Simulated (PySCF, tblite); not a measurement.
Isomers of C5H11ClSSi. Computed values, GFN2-xTB/tblite, gas phase, harmonic and unscaled. Errors from tens to a few hundred cm⁻¹ against measured bands are possible. Modes of hydrogen on silicon can be 10 to 20 % off. One conformer each.

Electronic energies: PBE0/pcSseg-1 single points on the GFN2-xTB geometries (PySCF, gas phase).

| SMILES | electronic energy, lowest = 0 (kcal/mol) |
| --- | --- |
| CS/C=C(/C)C[SiH2]Cl | 15.9 |
| CS[Si@@H](Cl)C1CCC1 | 0.5 |
| CS[Si@@H](Cl)CC1CC1 | 0.0 |
| CC(=S)C[C@@](C)([SiH3])Cl | 52.0 |

How do GFN2-xTB zero-point energies change the relative energies?

```
                   SMILES  ZPE (kcal/mol)  of it from modes above 1550 cm⁻¹  electronic (kcal/mol)  with ZPE, lowest = 0 (kcal/mol)  lowest mode (cm⁻¹)  rings
      CS[Si@@H](Cl)CC1CC1            92.6                              46.9                    0.0                              0.0                  28      1
      CS[Si@@H](Cl)C1CCC1            93.4                              46.3                    0.5                              1.4                  21      1
      CS/C=C(/C)C[SiH2]Cl            89.5                              47.8                   15.9                             12.9                  22      0
CC(=S)C[C@@](C)([SiH3])Cl            88.8                              44.2                   52.0                             48.3                  33      0
```

The zero-point energies span 4.6 kcal/mol, from `CC(=S)C[C@@](C)([SiH3])Cl` to `CS[Si@@H](Cl)C1CCC1`. The order is unchanged.

And how do the electronic energies of GFN2-xTB itself compare?

`CS[Si@@H](Cl)CC1CC1` 6.0; `CS[Si@@H](Cl)C1CCC1` 0.0; `CS/C=C(/C)C[SiH2]Cl` 15.9; `CC(=S)C[C@@](C)([SiH3])Cl` 38.1 kcal/mol, lowest = 0. Against the energies above, taken from the same isomer `CS[Si@@H](Cl)CC1CC1`, the largest difference is 19.9 kcal/mol.
